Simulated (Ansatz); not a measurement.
A nudged elastic band was laid between two geometries of BClH4N2 + H2 (10 atoms, charge 0, multiplicity 1).

These are results of RKS PBE/6-31G* in Ansatz, not measurements.

```yaml
movable_images: 7
climbing_image: yes
spring: 5.0 eV/Å²
optimiser: quadratic models (default)
start_path: through a guess of the saddle point
force_threshold: 0.05 eV/Å
iteration_limit: 60
end_points: relaxed
```

Initial state:

```xyz
10
Properties=species:S:1:pos:R:3
B -0.006 -0.420 -0.330
Cl -0.007 -0.773 1.448
N 1.251 -0.285 -0.967
H 2.123 -0.370 -0.455
H 1.365 -0.077 -1.955
N -1.263 -0.304 -0.972
H -2.136 -0.404 -0.465
H -1.375 -0.098 -1.961
H -0.168 3.065 2.025
H -0.138 2.316 1.969
```

Final state:

```xyz
10
Properties=species:S:1:pos:R:3
B 0.208 0.893 -0.672
Cl -0.829 -0.461 2.738
N 1.345 0.170 -1.074
H 1.414 -0.846 -1.085
H 2.227 0.634 -1.273
N -1.016 0.221 -0.248
H -1.194 -0.735 -0.568
H -1.875 0.771 -0.282
H 0.247 2.096 -0.617
H -0.880 -0.093 1.418
```

Question: What changes between the two ends?

Answer: Bonds broken: B1–Cl2, H9–H10. Bonds formed: B1–H9, Cl2–H10. BClH4N2 + H2 becomes BH5N2 + ClH.

Question: Give the energies along the band, and the barrier.

Answer: It did not converge within its limit. The highest image is number 4 of 0 to 8, 194.9 kJ/mol above the first end and 155.3 kJ/mol above the last; the last end lies 39.6 kJ/mol above the first. The band didn't meet its force threshold, so its energies are provisional: the largest band force was still 0.27 eV/Å, and over the last iterations the top stayed at 2.02 eV. Neighbouring images lie up to 2.7 Å apart, so the band is torn or far too coarse. The orbitals stay closed-shell, which can raise the energy where a bond breaks towards radicals; this wasn't checked here.

```csv
image,path coordinate (Å),energy (kJ/mol),B1–Cl2 (Å),H9–H10 (Å),B1–H9 (Å)
0,0.00,0.0,1.81,0.75,4.21
1,2.29,6.2,1.81,0.75,3.82
2,4.65,40.0,1.83,0.75,3.24
3,7.04,1.7,1.81,0.75,3.39
4,9.42,194.9,2.34,0.90,1.40
5,12.10,66.2,3.74,1.75,1.22
6,14.78,57.5,3.71,2.65,1.20
7,17.45,74.8,3.70,2.60,1.20
8,20.12,39.6,3.81,3.19,1.20
```

Run time: 13 min on 1 thread of Arm Neoverse V2, with other jobs on the host, peak memory 0.13 GiB.
